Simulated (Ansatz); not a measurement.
```yaml
crystal:
  periodic: [false, false, false]
  atoms:
    - {symbol: B, position_ang: [-1.109148, 0.510586, -0.021050]}
    - {symbol: B, position_ang: [0.810397, -1.012993, -0.670585]}
    - {symbol: B, position_ang: [-0.732608, -1.555789, -2.546303]}
    - {symbol: B, position_ang: [1.562237, 1.111962, 2.695544]}
    - {symbol: O, position_ang: [-1.475419, -2.627185, -2.984041]}
    - {symbol: O, position_ang: [-0.841816, -0.259353, -3.019340]}
    - {symbol: O, position_ang: [-2.100054, -0.420752, -0.208867]}
    - {symbol: O, position_ang: [-1.296542, 1.807377, 0.444726]}
    - {symbol: O, position_ang: [2.021532, -1.339815, -0.156505]}
    - {symbol: O, position_ang: [0.200463, 0.179503, -0.229793]}
    - {symbol: O, position_ang: [0.224554, -1.825865, -1.599516]}
    - {symbol: O, position_ang: [2.258695, 0.792859, 3.833947]}
    - {symbol: O, position_ang: [2.197934, 0.960879, 1.459082]}
    - {symbol: O, position_ang: [0.277032, 1.562125, 2.845732]}
    - {symbol: H, position_ang: [-2.115272, -2.407539, -3.680058]}
    - {symbol: H, position_ang: [-1.528955, -0.143896, -3.696055]}
    - {symbol: H, position_ang: [-2.993861, -0.132562, 0.036903]}
    - {symbol: H, position_ang: [-2.217726, 2.053466, 0.630528]}
    - {symbol: H, position_ang: [2.304625, -0.682296, 0.524050]}
    - {symbol: H, position_ang: [3.153052, 0.484938, 3.607943]}
    - {symbol: H, position_ang: [1.566164, 1.129099, 0.724768]}
    - {symbol: H, position_ang: [-0.165286, 1.815249, 2.008899]}
basis:
  gaussian: {orbitals: def2-TZVP}
magnetization: {spin_polarized: true, initial_magnetization: 2}
hamiltonian: {xc: pbe0, dispersion: d4}
scf: {omitted_lower_state_checks: [starts]}
output: {orbitals: {seedname: orbitals}}
```

```sh
$ ansatz run in.yaml --threads 4 --pin off --events-out ev --progress --plain --max-ram 6963MiB
```

Problem. Does this run fit into the memory that it is given?

Solution. No. It has 482 basis functions, and Ansatz plans for 7.15 GiB where 6.79 GiB are given.
